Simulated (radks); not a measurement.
Results of a calculation; reference values are marked as such.
Neutral lutetium inside a hard spherical wall (all orbitals vanish at R), configuration held at [Xe] 4f14 5d1 6s2 and not refilled when levels cross. Level of theory: scalar-relativistic Kohn-Sham, LDA (Slater exchange, VWN5 correlation), spin-unpolarised, spherical densities, finite nucleus; Fermi nuclear charge, rms radius 5.37 fm (a radial shooting solver on a logarithmic mesh with Libxc functionals). Eigenvalues in eV, with the zero of energy where the potential of the charges vanishes at infinity; a dash marks a level that is unbound or too diffuse for the functional's potential to be trusted. A positive occupied level is held by the wall or, in an anion where self-interaction has pushed it up, behind a barrier. The pressure on the wall is -dE/dV.

| R (bohr) | E (hartree) | kinetic (hartree) | e(5p) | e(4f) | e(6s) | e(5d) | e(6p, empty) | e(7s, empty) | pressure (GPa) |
|---|---|---|---|---|---|---|---|---|---|
| free | -14552.6859 | 15892.665 | -31.794 | -9.819 | -4.799 | -1.918 | -1.395 | -0.119 | 0 |
| 20 | -14552.6859 | 15892.665 | -31.794 | -9.819 | -4.799 | -1.918 | -1.395 | -0.027 | < 0.0001 |
| 15 | -14552.6858 | 15892.665 | -31.791 | -9.816 | -4.797 | -1.915 | -1.386 | 0.241 | 0.000121 |
| 12 | -14552.6856 | 15892.667 | -31.765 | -9.790 | -4.780 | -1.893 | -1.331 | 0.850 | 0.00321 |
| 10 | -14552.6844 | 15892.678 | -31.663 | -9.686 | -4.708 | -1.803 | -1.153 | 1.976 | 0.0340 |
| 8 | -14552.6749 | 15892.743 | -31.222 | -9.239 | -4.363 | -1.409 | -0.460 | 4.995 | 0.404 |
| 6 | -14552.6024 | 15893.110 | -29.571 | -7.543 | -2.680 | 0.176 | 2.398 | 14.535 | 5.57 |
| 5 | -14552.4484 | 15893.743 | -27.648 | -5.513 | 0.056 | 2.271 | 6.680 | 26.944 | 23.9 |
| 3.5 | -14551.2949 | 15898.051 | -20.738 | 2.317 | 15.897 | 11.447 | 29.057 | 82.592 | 358 |
| 3 | -14549.8220 | 15903.548 | -14.850 | 9.141 | 32.804 | 19.838 | 50.853 | 131.22 | 1160 |
| 2 | -14534.5607 | 15956.248 | 27.946 | 51.677 | 161.46 | 78.223 | 199.36 | 426.89 | 23300 |
